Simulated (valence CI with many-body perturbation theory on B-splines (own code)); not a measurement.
**In XXXV: key properties**

Level of theory: configuration interaction combined with many-body perturbation theory (CI+MBPT): five valence electrons over a frozen Dirac-Fock core [Ne], radial functions for each j: 11 s, 11 p, 10 d, 8 f, 5 g, 2 h, with the one-electron correlation potential Σ1, the two-electron term Σ2, the three-electron term Σ3, Breit, model QED; selected CI, second order for the rest, scaled by the run's own slope (own B-spline code, finite nucleus).

The last digits are not significant, and no measured levels were compared; by estimate large intervals hold to a few tenths of a per cent, small ones and those within an open d or f shell to about a per cent. Among the levels kept, up to 4300 cm⁻¹ of a level comes from second order outside the variational space, and about a tenth of that is noise between levels of different J, which matters for small intervals.

Levels are named by their leading jj configuration (3d3/2^4 stands for four electrons in 3d with j = 3/2), which in mixed levels can hold well under half, so a name can repeat and another be missing.

Rates and lifetimes use the calculated energies. Strong lines usually hold to 10 to 20 %, long lifetimes can be off by a factor of two.

(1) What is the ground level?

(2) What is the ionisation energy?

(3) Name the longest-lived excited levels whose lifetime is computed, and their main decay.

(4) Where does the other parity begin?

(5) Among levels below 3502.2 × 10³ cm⁻¹, which E1 lines absorb most strongly from the ground level?

(6) How well does LS coupling describe the low levels?

## Answers

(1) (3s^2 3p1/2^2 3p3/2) J=3/2, composition 41 % 3s2 3p3 2P° + 34 % 3s2 3p3 4S° + 23 % 3s2 3p3 2D°, g = 1.438.

(2) 2190.2 eV; NIST lists 2207 ± 8 eV (semi-empirical).

(3) (3s^2 3p1/2 3p3/2^2) J=5/2 at 405.72 × 10³ cm⁻¹ lives 5.84 μs, mostly by M1 to (3s^2 3p1/2^2 3p3/2) J=3/2; (3s^2 3p1/2 3p3/2^2) J=1/2 at 476.79 × 10³ cm⁻¹ lives 1.23 μs, mostly by M1 to (3s^2 3p1/2^2 3p3/2) J=3/2; (3s^2 3p1/2 3p3/2^2) J=3/2 at 348.26 × 10³ cm⁻¹ lives 1.12 μs, mostly by M1 to (3s^2 3p1/2^2 3p3/2) J=3/2. The lifetime of (3s^2 3p1/2 3p3/2 3d5/2) J=9/2 is too uncertain to give, and may be longer.

(4) At (3s 3p1/2^2 3p3/2^2) J=5/2, 1059.5 × 10³ cm⁻¹.

(5) to (3s^2 3p1/2 3p3/2 3d3/2) J=3/2 at 6.096 nm, f = 0.276; to (3s^2 3p1/2 3p3/2 3d5/2) J=5/2 at 6.261 nm, f = 0.185; to (3s^2 3p1/2 3p3/2 3d3/2) J=5/2 at 5.974 nm, f = 0.120.

(6) Among the lowest 20 levels the leading LS term, summed over configurations, holds 53 % on average. For single configurations the figures are 48 % in LS and 79 % in jj coupling. Terms mix most in the J = 5/2 level at 1240.7 × 10³ cm⁻¹, where the leading one holds 30 %.
